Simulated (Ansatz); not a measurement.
A structure relaxed at r2SCAN-D4/def2-TZVP in Ansatz, charge 1, singlet:

```xyz
4

Re   -0.773    0.879   -0.135
O     0.817    0.212    0.160
O     1.681   -0.644    0.313
O    -1.726   -0.447   -0.338
```

(1) Give its formula and point group.

(2) Summarise the bond lengths by kind (pairs closer than 1.2 times the sum of covalent radii, bridged metal pairs left out).

## Answers

(1) ReO₃⁺. Point group Cs (tolerance 0.1 Å).

(2) 2 × O–Re 1.64 to 1.75 Å; 1 × O–O 1.23 Å. The metal has 2 neighbours: O 1.75 Å, O 1.64 Å.

In the def2 sets Re takes a core potential; there is no spin–orbit coupling. The structure holds one bond between oxygen atoms, so isomers without such links may lie far lower. The restricted singlet is unstable towards broken spin symmetry at other levels; at r2SCAN-D4/def2-TZVP this wasn't settled. The relaxation made no stability test and no search for a lower SCF solution. No other spin state of charge 1 was run. Another isomer (triplet) lies 1.69 eV lower at PBE0-D4/def2-TZVP; other spin states weren't run for this one.
